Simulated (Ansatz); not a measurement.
Geometry optimisation, RKS CAM-B3LYP/def2-SVP in Ansatz 0.2.0.

Input:

```yaml
crystal:
  periodic: [false, false, false]
  atoms:
    - { symbol: Si, position_ang: [-0.285, 0.5668, -0.4768] }
    - { symbol: Si, position_ang: [0.6991, -1.5435, 0.6527] }
    - { symbol: O, position_ang: [-1.8202, 0.9462, -0.0515] }
    - { symbol: O, position_ang: [-0.4292, 0.3969, -2.114] }
    - { symbol: O, position_ang: [0.6907, 1.837, -0.1317] }
    - { symbol: H, position_ang: [0.3024, -0.2977, 2.0099] }
    - { symbol: H, position_ang: [-0.0439, 0.3561, 1.3786] }
    - { symbol: H, position_ang: [1.0469, -2.6222, -0.3257] }
    - { symbol: H, position_ang: [-0.3603, -2.1478, 1.4499] }
    - { symbol: H, position_ang: [1.9891, -1.1543, 1.2029] }
    - { symbol: H, position_ang: [-2.5098, 0.7689, -0.683] }
    - { symbol: H, position_ang: [0.3361, 0.1626, -2.626] }
    - { symbol: H, position_ang: [0.3842, 2.731, -0.2852] }
basis:
  gaussian: { orbitals: def2-SVP }
hamiltonian:
  xc: cam_b3lyp
relax:
  f_tol: 0.15
  max_steps: 25
  restrain:
    - { distance: [0, 6], at: 2.72, k: 30.0 }
    - { distance: [5, 1], at: 2.72, k: 30.0 }
    - { distance: [0, 1], at: 2.22, k: 30.0 }
    - { distance: [5, 6], at: 0.62, k: 30.0 }
```

Launched with:

```bash
$ ansatz run input.yaml --threads 4 --pin off --max-ram 5120MiB --backend cpu --events-out ev --progress --plain --runs-dir out
```

Q: Where does it end, and by what steps?

A: The forces met the threshold. The restraints hold the end off the free minimum. After 8 steps the energy has fallen by 2.187 eV (the restraints' own energy left out); H7 moved furthest, 0.86 Å. Joined: H6–H7 (0.97 → 0.70 Å).

| step | energy less start (eV) | largest force component (eV/Å) | accepted |
| --- | --- | --- | --- |
| 0 | 0.0000 | 3.939 | yes |
| 1 | -1.2368 | 1.595 | yes |
| 2 | -1.1843 | 3.728 | yes |
| 3 | -1.4929 | 3.148 | yes |
| 4 | -2.0109 | 2.231 | yes |
| 5 | -2.1282 | 1.802 | yes |
| 6 | -2.1583 | 1.951 | yes |
| 7 | -2.1919 | 1.828 | yes |
| 8 | -2.1866 | 1.986 | yes |

```xyz
13
Properties=species:S:1:pos:R:3
Si -0.246 0.411 -0.567
Si 0.625 -1.460 0.349
O -1.806 0.731 -0.120
O -0.335 0.325 -2.225
O 0.695 1.678 -0.060
H 0.081 0.146 2.484
H 0.283 0.695 2.093
H 0.840 -2.497 -0.707
H -0.305 -2.037 1.358
H 1.943 -1.201 0.991
H -2.469 0.657 -0.815
H 0.430 0.010 -2.716
H 0.264 2.543 -0.065
```

Run time: 33 s on 4 threads of Arm Neoverse N1, with other jobs on the host, peak memory 0.36 GiB.
